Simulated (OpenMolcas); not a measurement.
# S2+: the spin-orbit constant, Slater's ratio, worked from levels

```yaml
Program: OpenMolcas 26.06
Basis: ANO-RCC-VTZP [5s4p2d1f]
Scalar_Hamiltonian: DKH2, point nucleus
Active_space: 2 electrons in 3 orbitals (3p)
State_averaging: 2S+1 = 3 even, 3 roots; 2S+1 = 1 even, 6 roots
Spin-orbit_coupling: state interaction with AMFI integrals over the reference wave functions, term energies averaged over their components
```

Methods: CASSCF; SS-CASPT2, IPEA 0.25 Eh, imaginary shift 0.1 Eh (closed shells correlated: 2s 2p 3s). Measured levels: NIST levels in Podobedova, Kelleher and Wiese, J. Phys. Chem. Ref. Data 38, 171 (2009).

**The spin-orbit constant.** For the Hund term 3P of p2, E(J) = (A/2) J(J+1) + constant and ζ = 2S·A = 2A. From J = 0 to J = 2 the energy changes by 3 A.

```tsv
Source	E(2) - E(0)	A	ζ
CASSCF	767.6	255.9	512
SS-CASPT2	768.7	256.2	512
measured	833.1	277.7	555
```

All in cm-1. SS-CASPT2 is off by -7.7 % and CASSCF by -7.9 %. Both methods take the spin-orbit matrix elements from the reference wave functions, so the second can move ζ only through the term energies and any multistate remixing. Second-order mixing with other terms is absorbed into this ζ.

**Slater's ratio.** With one set of orbitals, p2 has 1D - 3P = 6 F2 and 1S - 1D = 9 F2 (F2 = F²/25), a ratio of 3/2. Term energies are centres of gravity, weighted by 2J + 1.

```tsv
Source	1D - 3P	1S - 3P	F2 from the first	Ratio
CASSCF	13730	34119	2288	1.485
SS-CASPT2	10911	27257	1818	1.498
measured	10760	26599	1793	1.472
```

Energies in cm-1. A ratio away from 3/2 shows effects beyond one configuration with one set of orbitals, and in heavier atoms second-order spin-orbit shifts.

CASPT2 does not keep the components of a term degenerate, so their means are used; among the terms shown or strongly mixed into the levels shown the widest spread is 120 cm-1 (3s2 3p2 1D, SS-CASPT2). With the s shell closed, the reference lacks s² → p² mixing. Measured partners are found by configuration, term and J. A level has none where our copy of the source lacks it or the pairing is in doubt (some pairs that miss far off the trend of their configuration count as doubtful), and it then counts in no deviation. Levels of configurations outside the active space are missing.
